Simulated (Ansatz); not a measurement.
System: sum formula HBO2F, net charge 0, doublet state. It need not be the lowest isomer of its formula. 
Coordinates optimised at B3LYP-D3(BJ)/def2-TZVP (Ansatz, an electronic-structure program):
SMILES: OB(F)[O]
```xyz
5

B     -0.0319     0.0105     0.0033
F     -0.1548     1.3308    -0.0402
O     -1.1504    -0.7531     0.1684
O      1.1926    -0.5604    -0.1157
H      1.2144    -1.5222    -0.0761
```
Charge 0, spin multiplicity 2.

Dipole moments at this geometry, in debye (magnitudes).

| level | program | dipole (D) |
|---|---|---|
| BLYP/def2-TZVPD | Ansatz | 1.95 |
| r2SCAN/def2-TZVPD | Ansatz | 1.93 |
| PBE0/def2-TZVPD | Ansatz | 1.94 |
| BHLYP/def2-TZVPD | Ansatz | 1.97 |
| LC-wPBE/def2-TZVPD | Ansatz | 1.94 |
| CCSD(T)/aug-cc-pVDZ | Ansatz | 1.91 |
